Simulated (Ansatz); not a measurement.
Basis-set extrapolation for `C=C1C[SiH]1CF` (PBE0-D4/def2-TZVP geometry, frozen core, Ansatz). Multiplicity 1, RHF reference.

|  | def2-TZVPP | def2-QZVPP |
| --- | --- | --- |
| HF | -543.941542 | -543.961688 |
| MP2 correlation | -1.022332 | -1.097118 |
| CCSD(T) correlation | -1.113483 | not run |

Energies in hartree. Use E(X) = E(∞) + A·exp(−7.88·√X) for Hartree–Fock and E(X) = E(∞) + B·X^(−2.97) for correlation, with X = 3 and 4, and add CCSD(T) minus MP2 of the smaller set to the MP2 limit.

Problem. What is the CCSD(T) energy at the basis-set limit?

Solution. HF limit: -543.961688 + (-0.020146) × 0.13774 = -543.96446. MP2 limit: -1.097118 + (-0.074786) × 0.74074 = -1.15251. Higher-order term: -1.113483 − (-1.022332) = -0.09115. Total: -545.20812 hartree, 402.0 kJ/mol below CCSD(T)/def2-TZVPP.
